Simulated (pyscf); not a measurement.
Structures and frequencies: ωB97X-D3(BJ)/def2-SVP in PySCF. Correlated levels are frozen-core, on RHF or UHF. ΔMP2 is the change of the MP2 total energy from the triple- to the quadruple-zeta basis. Singlets are restricted, triplets unrestricted.

Singlet (Å):
```xyz
6

B      1.3440     1.1018    -1.6403
O      1.0687     0.3694    -0.6189
Si     0.7066    -0.5972     0.7240
H     -0.7647    -0.5753     0.9031
H      1.1961    -1.9655     0.4317
H      1.4034    -0.0114     1.8938
```

Triplet (Å):
```xyz
6

B      1.6264    -1.4301    -0.6885
O      0.9067    -0.3491    -1.0276
Si    -0.0664     0.6713    -0.0853
H     -1.4398     0.6231    -0.6498
H     -0.0551     0.2124     1.3299
H      0.4845     2.0461    -0.2038
```

Question: For these two minima of `[B][O][SiH3]`, which spin state lies lower at CCSD(T)/def2-TZVPP + ΔMP2(QZVPP), and by how much (electronic energies)?

Answer: The singlet, by 324.3 kJ/mol. Zero-point energy shifts E(triplet) − E(singlet) by -0.7 kJ/mol. Other isomers of B–O–SiH₃ [singlet] were not searched in full and may lie lower. 

E(triplet) − E(singlet) by level (kJ/mol):

| level | gap |
|---|---|
| ωB97X-D3(BJ)/def2-TZVP | +322.5 |
| PBE/def2-TZVP | +290.6 |
| r²SCAN/def2-TZVP | +271.9 |
| B3LYP-D3(BJ)/def2-TZVP | +311.8 |
| PBE0-D3(BJ)/def2-TZVP | +288.5 |
| M06-2X/def2-TZVP | +314.7 |
| ωB97M-D3(BJ)/def2-TZVP | +340.1 |
| HF/def2-TZVP | +234.9 |
| MP2/def2-QZVPP | +303.4 |
| CCSD/def2-TZVPP | +317.4 |
| CCSD(T)/def2-TZVPP | +321.0 |
| CCSD(T)/def2-TZVPP + ΔMP2(QZVPP) | +324.3 |

The triplet is the lowest one reached from the SCF start used. The CCSD(T) − MP2 part came from Ansatz, without density fitting, on the same reference.
